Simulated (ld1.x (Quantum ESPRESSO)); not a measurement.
## Transferability test, TM potential for manganese

Mn, norm-conserving Troullier–Martins (Kleinman–Bylander form), made with ld1.x (Quantum ESPRESSO) 7.5 (BP86, scalar-relativistic). Core [Ne], reference 3s2 3p6 3d5.5 4s1.5 4p0. Waves: 3p (bound): rc 0.95 bohr; 3d (bound): rc 0.95 bohr; 3s (bound): rc 1.40 bohr. Local part: the s channel. Core correction: none.

Occupied shells without a wave of their own: 4s. They enter only through the test configuration that unscreens the potential.

Energies are relative to the spin-unpolarised reference configuration 3s2 3p6 3d5.5 4s1.5 4p0; without spin polarisation the order of configurations can differ from experiment.

Give the all-electron excitation energy and the error of the potential for: 3s2 3p6 3d5 4s2 4p0; 3s2 3p6 3d5 4s1 4p0; 3s2 3p6 3d5 4s0 4p0; 3s2 3p6 3d4 4s2 4p1; 3s2 3p5 3d5 4s2 4p0; 3s2 3p6 3d6 4s1 4p0; 3s2 3p6 3d6 4s0 4p0.

```tsv
valence configuration	charge	ΔE all-electron (eV)	error AE − PS (meV)
3s2 3p6 3d5 4s2 4p0	0	0.470	+433
3s2 3p6 3d5 4s1 4p0	+1	9.075	-548
3s2 3p6 3d5 4s0 4p0	+2	24.782	-2110
3s2 3p6 3d4 4s2 4p1	0	8.286	+963
3s2 3p5 3d5 4s2 4p0	+1	62.552	+909
3s2 3p6 3d6 4s1 4p0	0	0.136	-323
3s2 3p6 3d6 4s0 4p0	+1	7.480	-1302
```

ld1.x printed “convergence not achieved” for 3 of the counted tests; their residual had stalled under 1e-8, short of the target of 1e-14. The 4s level has no wave, so the channel is fitted at the deeper level alone: the likely source of the large errors.

The potential misses its own reference levels by up to 0.7 eV.
